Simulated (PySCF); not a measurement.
F₄Se (SMILES F[Se](F)(F)F), singlet, at a GFN2-xTB geometry; PySCF with B3LYP/6-31G**.

PySCF was given this input:
```python
from pyscf import gto, scf, dft

mol = gto.M(
    atom='''
Se   -0.002032    0.002541    0.359443
F     0.968178    1.319046   -0.343353
F     1.323339   -0.968597   -0.325172
F    -0.964339   -1.323846   -0.335595
F    -1.319500    0.963797   -0.353776
''',
    basis='6-31g**',
    charge=0,
    spin=0,
    verbose=4,
)

mf = dft.RKS(mol)
mf.xc = 'b3lyp'
mf.kernel()
```

Output, abridged:

```
PySCF version 2.14.0

[INPUT] verbose = 4
[INPUT] num. atoms = 5
[INPUT] num. electrons = 70
[INPUT] charge = 0
[INPUT] spin (= nelec alpha-beta = 2S) = 0
[INPUT] symmetry False subgroup None
[INPUT] Mole.unit = angstrom
[INPUT] Symbol           X                Y                Z      unit          X                Y                Z       unit  Magmom
[INPUT]  1 Se    -0.002032000000   0.002541000000   0.359443000000 AA   -0.003839923485   0.004801794083   0.679248827392 Bohr   0.0
[INPUT]  2 F      0.968178000000   1.319046000000  -0.343353000000 AA    1.829591259829   2.492635685703  -0.648843134048 Bohr   0.0
[INPUT]  3 F      1.323339000000  -0.968597000000  -0.325172000000 AA    2.500748279956  -1.830383055075  -0.614486023377 Bohr   0.0
[INPUT]  4 F     -0.964339000000  -1.323846000000  -0.335595000000 AA   -1.822336601237  -2.501706371101  -0.634182638773 Bohr   0.0
[INPUT]  5 F     -1.319500000000   0.963797000000  -0.353776000000 AA   -2.493493621364   1.821312369677  -0.668539749444 Bohr   0.0

nuclear repulsion = 464.124379546789
number of shells = 36
number of NR pGTOs = 203
number of NR cGTOs = 88
basis = 6-31g**
ecp = {}

******** <class 'pyscf.dft.rks.RKS'> ********
method = RKS
initial guess = minao
damping factor = 0
level_shift factor = 0
DIIS = <class 'pyscf.scf.diis.CDIIS'>
diis_start_cycle = 1
diis_space = 8
diis_damp = 0
SCF conv_tol = 1e-09
SCF conv_tol_grad = None
SCF max_cycles = 50
direct_scf = True
direct_scf_tol = 1e-13
XC library pyscf.dft.libxc version 7.1.2
    S. Lehtola, C. Steigemann, M. J. T. Oliveira, and M. A. L. Marques,  SoftwareX 7, 1–5 (2018)
XC functionals = b3lyp
    P. J. Stephens, F. J. Devlin, C. F. Chabalowski, and M. J. Frisch,  J. Phys. Chem. 98, 11623 (1994)
radial grids:
    Treutler-Ahlrichs [JCP 102, 346 (1995); DOI:10.1063/1.469408] (M4) radial grids

becke partition: Becke, JCP 88, 2547 (1988); DOI:10.1063/1.454033
pruning grids: <function nwchem_prune>
grids dens level: 3
symmetrized grids: False
atomic radii adjust function: <function treutler_atomic_radii_adjust>
small_rho_cutoff = 0
Set gradient conv threshold to 3.16228e-05
Initial guess from minao.
tot grids = 77472
init E= -2800.11843188537
  HOMO = -0.388577476747182  LUMO = -0.102248220754562  gap/eV = 7.79142
cycle= 1 E= -2800.25294478963  delta_E= -0.135  |g|= 1.32  |ddm|=  2.6
  HOMO = -0.240087920159184  LUMO = -0.0913684715265317  gap/eV = 4.04686
cycle= 2 E= -2799.34076413861  delta_E= 0.912  |g|= 2.67  |ddm|= 3.04
  HOMO = -0.375553377489636  LUMO = -0.0939794013367132  gap/eV = 7.66202
cycle= 3 E= -2800.57332086355  delta_E= -1.23  |g|= 0.0453  |ddm|= 2.08
  HOMO = -0.378928362772979  LUMO = -0.0898900235681301  gap/eV = 7.86513
cycle= 4 E= -2800.57362424567  delta_E= -0.000303  |g|= 0.021  |ddm|= 0.0706
  HOMO = -0.378909593105373  LUMO = -0.088643442855119  gap/eV = 7.89854
cycle= 5 E= -2800.57373614514  delta_E= -0.000112  |g|= 0.00232  |ddm|= 0.0239
  HOMO = -0.379130470061906  LUMO = -0.088611738417403  gap/eV = 7.90542
cycle= 6 E= -2800.57373718416  delta_E= -1.04e-06  |g|= 0.00075  |ddm|= 0.00225
  HOMO = -0.37911164930435  LUMO = -0.0885732923020326  gap/eV = 7.90595
cycle= 7 E= -2800.57373726075  delta_E= -7.66e-08  |g|= 0.000112  |ddm|= 0.000803
  HOMO = -0.379116097567566  LUMO = -0.088591245670842  gap/eV = 7.90558
cycle= 8 E= -2800.57373726382  delta_E= -3.07e-09  |g|= 2.08e-05  |ddm|= 0.000165
  HOMO = -0.379112776820622  LUMO = -0.0885869417231477  gap/eV = 7.90561
cycle= 9 E= -2800.57373726386  delta_E= -4.64e-11  |g|= 1.68e-05  |ddm|= 3.33e-05
  HOMO = -0.379113341209648  LUMO = -0.0885874070463002  gap/eV = 7.90561
Extra cycle  E= -2800.57373726371  delta_E= 1.51e-10  |g|= 3.42e-05  |ddm|= 3.54e-05
converged SCF energy = -2800.57373726371
```
